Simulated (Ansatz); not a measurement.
Start from `CNC[AsH2]` and change one atom or group to get `CNCC=S`.

Ansatz, PBE0-D4/def2-TZVP geometries, multiplicity 1. Each molecule was computed in one conformer, which needn't be the lowest.

Scalar relativity is left out up to krypton.

```csv
property,`CNC[AsH2]`
HOMO–LUMO gap (PBE0/def2-TZVPP) / eV,6.98
size of the dipole moment (ωB97M-V/def2-TZVPP) / D,1.30
LUMO energy (PBE0/def2-TZVPP) / eV,0.41
HOMO energy (B3LYP/def2-TZVPP) / eV,-6.34
LUMO energy (PBE/def2-TZVPP) / eV,-0.42
HOMO–LUMO gap (PBE/def2-TZVPP) / eV,4.75
```

Q: Give the same properties after the change, and the shifts. (Best estimate.)

A: The calculation gave: 
| property | `CNCC=S` | shift |
| --- | --- | --- |
| HOMO–LUMO gap (PBE0/def2-TZVPP) / eV | 4.30 | -2.68 |
| size of the dipole moment (ωB97M-V/def2-TZVPP) / D | 2.68 | 1.38 |
| LUMO energy (PBE0/def2-TZVPP) / eV | -2.14 | -2.55 |
| HOMO energy (B3LYP/def2-TZVPP) / eV | -6.21 | 0.13 |
| LUMO energy (PBE/def2-TZVPP) / eV | -3.09 | -2.67 |
| HOMO–LUMO gap (PBE/def2-TZVPP) / eV | 2.11 | -2.64 |

With PBE0 the HOMO rises by 0.12 eV and the LUMO falls by 2.55 eV, so the gap narrows by about 2.67 eV. PBE moves the HOMO by -0.03 eV and ωB97M-V by 0.22 eV. Dipoles are sizes alone; their direction can turn.

B3LYP here is the variant with VWN-RPA as its local correlation; programs differ in this.
